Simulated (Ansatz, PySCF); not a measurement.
System: InF3, net charge 0, singlet state. 
Geometry from a B3LYP-D3(BJ)/def2-TZVP (Ansatz, a program for electronic structure) optimisation:
```
In
F 1 1.9318
F 1 1.9318 2 120.00
F 1 1.9318 2 120.00 3 -180.00
```
Charge 0, spin multiplicity 1.

Quantity: vertical ionisation energy (to the doublet state of charge +1; each state is the SCF solution reached for its spin; the molecule has degenerate orbitals, so one determinant may break the symmetry), in eV. Cores are frozen in the correlated levels unless marked. UHF or UKS for open shells. No spin-orbit coupling. Frozen are the shells of the preceding noble gas and the d and f shells that filled before the atom's block. In def2 rows, elements after Kr have scalar-relativistic effective core potentials. 

```tsv
level	program	vertical ionisation energy (eV)
PBE/def2-TZVPD	Ansatz	12.80
BHLYP/def2-TZVPD	Ansatz	14.08
CAM-B3LYP/def2-TZVPD	Ansatz	14.06
wB97M-V/def2-TZVPD	Ansatz	14.10
B2PLYP/def2-TZVPD	Ansatz	14.31
RI-MP2/def2-TZVPPD	Ansatz	14.69
RI-MP2/def2-QZVPPD	Ansatz	14.77
CCSD/def2-SVPD	Ansatz	14.43
CCSD(T)/def2-SVPD	Ansatz	14.44
```

For comparison, minus the highest occupied orbital energy (PySCF): 13.25 eV at M06-2X/def2-TZVPD, 10.11 eV at TPSSh/def2-TZVPD, 9.28 eV at PBE/def2-TZVPD.
